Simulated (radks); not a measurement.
Results of a calculation; reference values are marked as such.
Neutral silver, configuration [Kr] 4d10 5s1 (the NIST ground configuration). Code: a radial shooting solver on a logarithmic mesh with Libxc functionals. Model: scalar-relativistic Kohn-Sham, PBE, spin-polarised, spherical densities, point nucleus; open shells are filled with parallel spins first (spin-orbit coupling, left out, can overturn this in heavy ions); hard spherical wall at 5 bohr. Some entries of the table are withheld. Estimate them.

orbital  occ.  eigenvalue (eV)  r(max) (bohr)  <r^2> (bohr^2)
1s up       1        -25328.56        0.02016        0.001308
1s down     1        -25328.53        0.02016        0.001308
2s down     1        -3727.652         0.1140         0.02146
2s up       1        -3727.650         0.1140         0.02146
2p up       3        -3343.337        0.09114         0.01691
2p down     3        -3343.334        0.09114         0.01691
3s up       1        -681.8584         0.3326          0.1554
3s down     1        -681.8405         0.3326          0.1554
3p up       3        -555.6340         0.3258          0.1569
3p down     3        -555.6165         0.3258          0.1569
3d up       5        -356.6150         0.2739          0.1425
3d down     5        -356.6044         0.2738          0.1425
4s up       1         -93.2328         0.8225          0.9443
4s down     1         -93.2256         0.8226          0.9432
4p up       3         -56.7763         0.8769           1.154
4p down     3         -56.7466         0.8769           1.150
4d up       5          -5.8743          1.039           2.450
4d down     5          -5.6033          1.036           2.372
5s up       1          -2.3801          2.402             (1)
5s down     0          -1.4420          2.391             (2)
5p up       0           3.7848          2.804             (3)
5p down     0           4.7202          2.820             (4)
4f up       0          19.0711          3.305           10.44
4f down     0          19.9390          3.329           10.49
6s up       0          21.3887          3.836           10.35
6s down     0          22.0256          3.833           10.31

Answer. 
(1) 5s up <r^2> (bohr^2): 7.306
(2) 5s down <r^2> (bohr^2): 7.311
(3) 5p up <r^2> (bohr^2): 8.736
(4) 5p down <r^2> (bohr^2): 8.778
